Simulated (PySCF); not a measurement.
**Electronic structure of Zr²⁺ (zirconium, charge +2) at the UHF level**

Configuration: [Kr] 4d2, high-spin 3F determinant. Calculation: PySCF 2.14, in aug-cc-pVDZ-PP with ECP28MDF; a scalar-relativistic core potential.

```json
{
  "Total energy": "-45.660034 hartree",
  "One-electron energy": "-71.4822 hartree",
  "Hartree (Coulomb) energy": "30.9206 hartree",
  "Exchange energy": "-5.0984 hartree",
  "⟨S²⟩": "2.0030",
  "⟨L²⟩": "12.039",
  "Sum of ⟨r⟩": "14.83 bohr",
  "Sum of ⟨r²⟩": "25.80 bohr²",
  "Time after the integrals": "0.28 s of wall time on 1 thread of Neoverse-N1 (shared host)"
}
```

```json
{"shell": "4s α", "electrons": "1", "mean orbital energy (hartree)": "-3.06434", "rms radius, mean of both spins (bohr)": "1.31"}
{"shell": "4s β", "electrons": "1", "mean orbital energy (hartree)": "-2.97825", "rms radius, mean of both spins (bohr)": "1.31"}
{"shell": "4p α", "electrons": "3", "mean orbital energy (hartree)": "-2.07744", "rms radius, mean of both spins (bohr)": "1.47"}
{"shell": "4p β", "electrons": "3", "mean orbital energy (hartree)": "-1.95938", "rms radius, mean of both spins (bohr)": "1.47"}
{"shell": "4d α", "electrons": "2", "mean orbital energy (hartree)": "-0.84239", "rms radius, mean of both spins (bohr)": "2.16"}
```

Energies and moments cover only the electrons outside the core potential.
